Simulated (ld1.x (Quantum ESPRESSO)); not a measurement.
**aluminium, PAW: configuration errors across variants**

* Element: Al
* Generator: ld1.x (Quantum ESPRESSO) 7.5
* Type: PAW
* Functional: LDA (PZ)
* Relativity: scalar-relativistic
* Frozen core: [Ne]
* Valence charge: 3
* Reference configuration: 3s1 3p0 (charge +2)
* Partial waves: 3s (bound): rcut 1.90, rcutus 2.00 bohr; 3s channel at 0.25 Ry: rcut 1.90, rcutus 2.00 bohr; 3p (bound, empty): rcut 1.50, rcutus 2.10 bohr; 3p channel at -0.25 Ry: rcut 1.50, rcutus 2.10 bohr; 3d channel at -0.1 Ry: rcut 1.40, rcutus 1.90 bohr; 3d channel at 0.35 Ry: rcut 1.40, rcutus 1.90 bohr
* Local potential: all-electron potential smoothed inside 1.45 bohr (lloc = -1)
* Core correction: a·sin(br)/r model core, default radius (ld1.x builds one for every PAW set, though the input has nlcc=.false.)
* Augmentation charge: PSQ, radius 1.35 bohr

All-electron excitation energies from the reference (eV): (1) 3s2 3p1 -25.224; (2) 3s2 3p0 -19.377; (3) 3s2 3p0.5 -23.099; (4) 3s1 3p2 -20.069; (5) 3s1 3p1 -13.558; (6) 3s0 3p3 -14.719; (7) 3s2 3p1.3 -25.822; (8) 3s1 3p0 spin -0.427; (9) 3s2 3p1 spin -25.360.

Spin tests fill each open shell by Hund’s rule, majority spin first.

2 further variants failed, have other tests or too few solved ones, and are left out.

Errors AE − PS in meV (a dash: test not solved or not reliable):

| change | (1) | (2) | (3) | (4) | (5) | (6) | (7) | (8) | (9) | bound ghosts |
| --- | --- | --- | --- | --- | --- | --- | --- | --- | --- | --- |
| base | -20 | -14 | -18 | -11 | -6.3 | -4.9 | -20 | -1.8 | -20 | none |
| waves 3s (bound): rcut 1.66, rcutus 1.76 bohr; 3s channel at 0.25 Ry: rcut 1.66, rcutus 1.76 bohr | -14 | -9.4 | -13 | -9.0 | -4.9 | -4.9 | -14 | -0.9 | -14 | none |
| waves 3s (bound): rcut 1.86, rcutus 1.98 bohr; 3s channel at 0.25 Ry: rcut 1.86, rcutus 1.98 bohr | -20 | -14 | -18 | -11 | -6.3 | -4.9 | -20 | -1.8 | -20 | none |
| waves 3s (bound): rcut 1.90, rcutus 2.20 bohr; 3s channel at 0.25 Ry: rcut 1.90, rcutus 2.20 bohr | -20 | -13 | -18 | -12 | -6.4 | -5.2 | -21 | -1.8 | -20 | none |
| waves 3s (bound): rcut 1.90, rcutus 2.80 bohr; 3s channel at 0.25 Ry: rcut 1.90, rcutus 2.80 bohr | -21 | -12 | -18 | -12 | -6.6 | -5.7 | -21 | -0.9 | -21 | none |
| waves 3s (bound): rcut 1.90, rcutus 3.04 bohr; 3s channel at 0.25 Ry: rcut 1.90, rcutus 3.04 bohr | -21 | -12 | -18 | -12 | -6.6 | -5.7 | -21 | -0.5 | -21 | none |

Give the same row for: waves 3s (bound): rcut 1.90, rcutus 2.54 bohr; 3s channel at 0.25 Ry: rcut 1.90, rcutus 2.54 bohr.

-20, -12, -17, -12, -6.5, -5.6, -21, -1.3, -20; bound ghosts: none.
